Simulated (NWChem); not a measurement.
SiNH₂F, singlet; SMILES N[Si]F

```xyz
5

Si    -0.6431     0.0508     0.0000
F      0.4575     1.2754     0.0000
N      0.4635    -1.2576     0.0000
H      1.4761    -1.1585     0.0000
H      0.1656    -2.2277     0.0000
```
Atoms are numbered in this order, from 1.

Program: NWChem. Medium grid unless said otherwise, to which SCAN and Minnesota functionals are sensitive. Low-valent species are run as closed-shell singlets; no triplet was tried in these runs. Geometry: optimised at PBE0/def2-SVP. B3LYP is NWChem's, with the RPA form of VWN correlation. Total energies of different functionals are on different scales.

```csv
level,energy (Ha),highest occupied level (eV),orbital gap (eV),dipole (D)
B3LYP/def2-SVP,-445.1547,-6.86,5.76,2.53
PBE/def2-SVP,-444.8252,-5.87,4.14,2.56
BLYP/def2-SVP,-445.1096,-5.72,4.17,2.50
r2SCAN0/def2-SVP,-445.0068,-7.24,6.34,2.61
M06-2X/def2-SVP,-445.0612,?,?,2.51
r2SCAN/def2-SVP,-445.0325,-6.14,4.47,2.62
CAM-B3LYP/def2-SVP,-445.0930,-8.39,8.62,2.52
```

Some entries are withheld; supply them.


- M06-2X/def2-SVP, highest occupied level (eV): -8.13
- M06-2X/def2-SVP, orbital gap (eV): 8.09
